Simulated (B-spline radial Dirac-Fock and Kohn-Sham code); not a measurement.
**Cu 3d3/2: cross section and angular parameters**

System: the Cu atom, configuration [Ar] 3d10 4s1; threshold 9.18 eV (orbital energy of the model). Level of theory: Dirac-Hartree-Slater photoionisation with a Latter tail; cross sections with all multipoles, angular parameters from the dipole term and its interference with E2; an atomic code on a B-spline grid.

Input of the calculation (task.json; shells as n, l, electrons):

```json
{"items": [{
  "Z": 29,
  "q": 0,
  "cfg": [[1, 0, 2], [2, 0, 2], [2, 1, 6], [3, 0, 2], [3, 1, 6], [3, 2, 10], [4, 0, 1]],
  "A": 63,
  "rrms": 3.8823,
  "do": "xps",
  "hv": [51.5, 57.0, 60, 75.6, 100, 109.0, 133.0, 152.0, 218.0, 262.0, 600, 800, 813.0, 1070.0, 1760.0, 2000, 2600.0, 2810.0, 3320.0, 3410.0, 4000, 4360.0, 5680.0, 5730.0, 6000, 8000.0, 9251.7, 11100.0, 11300.0, 13100.0],
  "edges": {"K": 8979.0, "L1": 1096.7, "L2": 952.3, "L3": 932.7, "M1": 122.5, "M2": 77.3, "M3": 75.1}
}]}
```

Command: `python xray2_run.py task.json out`

For linearly polarised light dσ/dΩ = σ/(4π) [1 + β P₂(cos θ) + (δ + γ cos²θ) sin θ cos φ], with θ from the polarisation vector and φ the angle between the beam and the projection of the electron momentum on the plane normal to the polarisation.

```
hν (eV)    σ (kb)      β      γ      δ
   51.5      4070  0.231  0.001  0.012
     57      4050  0.297  0.002  0.013
     60      4010  0.330  0.003  0.013
   75.6         ?      ?      ?      ?
    100      2910  0.652  0.013  0.016
    109      2660  0.704  0.016  0.017
    133      2100  0.818  0.023  0.019
    152      1730  0.890  0.029  0.020
    218       896  1.058  0.054  0.025
    262       603  1.123  0.074  0.027
    600      64.9  1.215  0.255  0.046
    800      26.4  1.170  0.351  0.057
    813      25.1  1.166  0.357  0.058
   1070      10.1  1.092  0.456  0.073
   1760      1.77  0.914  0.635  0.114
   2000      1.11  0.865  0.678  0.128
   2600     0.416  0.764  0.764  0.164
   2810     0.309  0.736  0.788  0.176
   3320     0.162  0.675  0.839  0.204
   3410     0.146  0.666  0.847  0.209
   4000    0.0778  0.611  0.893  0.241
   4360    0.0551  0.582  0.918  0.260
   5680    0.0187  0.497  0.987  0.325
   5730    0.0180  0.494  0.989  0.328
   6000    0.0149  0.479  0.999  0.340
   8000   0.00442  0.393  1.044  0.429
 9251.7   0.00237  0.354  1.053  0.480
  11100   0.00108  0.311  1.059  0.549
  11300  0.000997  0.307  1.059  0.556
  13100  0.000523  0.276  1.061  0.618
```

Problem. Give the values at 75.6 eV.

Solution. σ = 3640 kb, β = 0.479, γ = 0.007, δ = 0.014.
